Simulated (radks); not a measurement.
Values are calculated unless marked as measured or tabulated.
The scandium ion Sc5+, 16 electrons, occupied as [Ne] 3s2 3p4.

Level of theory: Dirac Kohn-Sham, BLYP, spin-unpolarised, spherical densities, finite nucleus; open shells are shared between the two j in proportion to 2j + 1; Fermi nuclear charge, rms radius 3.5459 fm (a radial shooting solver on a logarithmic mesh with Libxc functionals).

Energy parts (hartree):
total: -756.54649
kinetic: 763.39071
electron-nucleus: -1752.09046
Hartree: 269.01991
exchange-correlation: -36.86665

Orbitals (lengths in bohr, moments of r in powers of bohr; <r^-3> diverges for s and p1/2; r(max) is where P^2 peaks; r(90%) holds 90 % of the orbital's charge):
orbital     occ.  eigenvalue (hartree)  <r^-3>      <r>  r(90%)   r(max)
1s1/2          2             -164.7070       -  0.07303   0.130  0.04780
2s1/2          2             -20.40853       -   0.3428   0.533   0.2834
2p1/2          2             -17.37979       -   0.3050   0.503   0.2304
2p3/2          4             -17.20809   221.2   0.3076   0.506   0.2325
3s1/2          2              -4.61786       -    1.009    1.49   0.8978
3p1/2    1.33333              -3.80331       -    1.050    1.58   0.9166
3p3/2    2.66667              -3.77985   30.39    1.056    1.59   0.9219

The highest occupied level is 3p3/2 at -102.85 eV. The electron density at the nucleus is 7273 e/bohr^3. For comparison, the ionisation energy in NIST's Atomic Spectra Database is 110.68 eV (semi-empirical). In exact Kohn-Sham theory the highest level is minus the ionisation energy, but local and semilocal functionals leave it too shallow, through self-interaction and a potential that decays too fast; potentials with the right tail come closer. Summed over all electrons, <r^2> = 8.472 bohr^2, which gives a Langevin (diamagnetic) susceptibility term of -6.71 x 10^-6 cm^3/mol. The density falls to 0.001 e/bohr^3 at r = 2.47 bohr.

Beside tabulated values, note that spin-unpolarised runs miss the spin-polarisation part of the exchange energy of open shells.
